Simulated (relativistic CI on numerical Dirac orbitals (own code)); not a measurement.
## V⁺ in a cubic cluster: 3s photoemission with charge transfer

Computed with a charge-transfer multiplet model of a cubic metal-ligand cluster with up to 2 ligand holes, Slater and spin-orbit integrals from Dirac-Coulomb-Breit ions, Slater integrals scaled by 0.8. The ground state mixes d4 with configurations of k ligand holes L, whose averages lie at kΔ + k(k − 1)U_dd/2; a core hole lowers each added d electron by U_cd. 20 K, Lorentzian 1.4 eV and Gaussian 0.8 eV FWHM.

Atomic integrals in eV (Slater integrals scaled, ζ unscaled), ground: F2dd 6.042, F4dd 3.713, zeta_d 0.015; with the core hole: F2dd 7.317, F4dd 4.554, zeta_d 0.021, G2cd 7.741.

Cluster parameters (eV): U_dd = 4.4, U_cd = 5.2, 10Dq = 0.9, 10Dq(ligand) = 0.8, V(eg) = 2.3, V(t2g) = -0.99, final-state hopping factor = 0.8.

| Case | n_d | d4 | d5L | d6L2 | S |
| --- | --- | --- | --- | --- | --- |
| Δ = 6.9 eV | 4.25 | 0.76 | 0.23 | 0.01 | 2.00 |
| Δ = 8.9 eV | 4.18 | 0.83 | 0.16 | 0.01 | 2.00 |
| Δ = 11.9 eV | 4.11 | 0.89 | 0.11 | 0.00 | 2.00 |

Weights, n_d and S are thermal averages at 20 K. Binding energies count from the first peak over 30 % of the highest in each spectrum, which can be another peak from case to case. The parameters are a model scan and need not match a compound or its usual spin state. Peaks in eV (height, largest 100):
- Δ = 6.9 eV: 0.0 (100), 3.7 (29), 8.2 (64), 14.0 (8)
- Δ = 8.9 eV: 0.0 (100), 4.2 (17), 8.0 (52)
- Δ = 11.9 eV: 0.0 (100), 7.6 (65)

For the case Δ = 8.9 eV, Δ = 8.9 eV is larger than U_dd = 4.4 eV, the Mott-Hubbard side of the Zaanen-Sawatzky-Allen scheme. With the core hole the configuration with one ligand hole lies at Δ − U_cd = 1.7, 3.7, 6.7 eV from the one without, in the order of the table; where this is negative the screened configuration lies lower, though the effective hopping of about 3.4 eV (from the holes of the mixed ground state) mixes the two strongly wherever it is as large as the gap.

Without intra-shell correlation the exchange splitting of the 3s hole comes out too large.
